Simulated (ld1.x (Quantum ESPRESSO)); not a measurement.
Reading a pseudo-wave (germanium (Ge))

Columns: radius, all-electron u(r) and pseudo u(r) of the 4s shell (level -11.73 eV) of germanium in the configuration [Ar] 3d10 4s2 4p2; PBE, scalar-relativistic, TM scheme, ld1.x (Quantum ESPRESSO) 7.5.

```json
{"r (bohr)": "0.113", "all-electron": "-0.1867", "pseudo": "-0.0568"}
{"r (bohr)": "0.225", "all-electron": "-0.0690", "pseudo": "-0.1078"}
{"r (bohr)": "0.338", "all-electron": "0.2244", "pseudo": "-0.1498"}
{"r (bohr)": "0.450", "all-electron": "0.3456", "pseudo": "-0.1807"}
{"r (bohr)": "0.563", "all-electron": "0.2946", "pseudo": "-0.2046"}
{"r (bohr)": "0.675", "all-electron": "0.1483", "pseudo": "-0.2286"}
{"r (bohr)": "0.788", "all-electron": "-0.0329", "pseudo": "-0.2633"}
{"r (bohr)": "0.900", "all-electron": "-0.2093", "pseudo": "-0.3180"}
{"r (bohr)": "1.013", "all-electron": "-0.3661", "pseudo": "-0.3991"}
{"r (bohr)": "1.125", "all-electron": "-0.4935", "pseudo": "-0.4978"}
{"r (bohr)": "1.238", "all-electron": "-0.5931", "pseudo": "-0.5932"}
{"r (bohr)": "1.350", "all-electron": "-0.6653", "pseudo": "-0.6653"}
{"r (bohr)": "1.463", "all-electron": "-0.7145", "pseudo": "-0.7145"}
{"r (bohr)": "1.575", "all-electron": "-0.7437", "pseudo": "-0.7437"}
{"r (bohr)": "1.688", "all-electron": "-0.7569", "pseudo": "-0.7569"}
{"r (bohr)": "1.800", "all-electron": "-0.7568", "pseudo": "-0.7568"}
{"r (bohr)": "1.913", "all-electron": "-0.7462", "pseudo": "-0.7462"}
{"r (bohr)": "2.025", "all-electron": "-0.7277", "pseudo": "-0.7277"}
{"r (bohr)": "2.138", "all-electron": "-0.7029", "pseudo": "-0.7029"}
{"r (bohr)": "2.250", "all-electron": "-0.6739", "pseudo": "-0.6739"}
{"r (bohr)": "2.363", "all-electron": "-0.6416", "pseudo": "-0.6416"}
{"r (bohr)": "2.475", "all-electron": "-0.6078", "pseudo": "-0.6078"}
{"r (bohr)": "2.588", "all-electron": "-0.5727", "pseudo": "-0.5727"}
{"r (bohr)": "2.700", "all-electron": "-0.5376", "pseudo": "-0.5376"}
{"r (bohr)": "2.813", "all-electron": "-0.5026", "pseudo": "-0.5026"}
{"r (bohr)": "2.925", "all-electron": "-0.4686", "pseudo": "-0.4686"}
```

(1) How many radial nodes do the two functions have?

(2) At about which radius was the pseudo-wave matched?

(3) Is the pseudo-wave norm-conserving?

## Answers

(1) The all-electron 4s function has n − l − 1 = 3 (the table is too coarse to show those close to the nucleus); the pseudo-wave has 0, since the states of the same l below it are removed with the core.

(2) 1.30 bohr, where the columns begin to agree (steps of 0.11 bohr).

(3) Yes: the TM scheme keeps the norm inside the radius equal to the all-electron one, which fixes the energy derivative of the logarithmic derivative at the level.
